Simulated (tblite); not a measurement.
C2H10GeOSi2.
Atom-mapped SMILES: `[CH2:1]=[C:2]([O:3][SiH3:4])[SiH2:5][GeH3:6]` (hydrogens: H7, H8 on C1; H9, H10, H11 on Si4; H12, H13 on Si5; H14, H15, H16 on Ge6)

Structure used (GFN2-xTB), in Å, numbered top down from 1:
```
atom  x, y, z in Å
C1    -1.002    1.783   -0.885
C2    -0.305    0.714   -0.528
O3    -0.810   -0.301    0.224
Si4   -2.308   -0.589    0.802
Si5    1.502    0.363   -0.975
Ge6    2.252   -1.136    0.645
H7    -0.542    2.552   -1.478
H8    -2.033    1.924   -0.600
H9    -2.711    0.465    1.737
H10   -2.060   -1.868    1.448
H11   -3.269   -0.664   -0.301
H12    2.245    1.627   -1.012
H13    1.548   -0.227   -2.321
H14    3.106   -2.245    0.093
H15    1.226   -1.861    1.454
H16    3.154   -0.529    1.686
```

Calculated harmonic vibrations of the isolated species, GFN2-xTB (tblite), most abundant isotopes, no scaling. The method is semi-empirical: single wavenumbers can be off by several per cent or more. Modes of hydrogen on germanium and silicon can be 10 to 20 % off. One conformer, not necessarily the lowest. The optimisation stopped once no atom felt more than 0.01 eV/Å.

Lowest wavenumbers of the output (negative numbers stand for imaginary wavenumbers):
```
mode    cm-1
  1     -69.4
  2      19.7
  3      68.2
  4      80.0
  5     147.6
  6     165.3
  7     223.8
  8     320.9
  9     354.1
 10     367.6
```

**Question.** Is this structure a minimum?

**Answer.** No. 1 mode is imaginary beyond 20i (69i cm⁻¹), so at this level the point lies at or near a first-order saddle.

**Question.** Which atoms move in the imaginary mode?

**Answer.** 69i: H16 (Ge–H hydrogen) 34 %, H15 (Ge–H hydrogen) 32 %, H14 (Ge–H hydrogen) 31 %. These are shares of the mass-weighted motion.

**Question.** What is the remedy?

**Answer.** Step along that mode in both directions, optimise again with tighter thresholds and repeat the frequencies. The zero-point energy of this point (61.5 kcal/mol) counts the 41 real modes alone, and thermal corrections from it aren't those of a minimum.
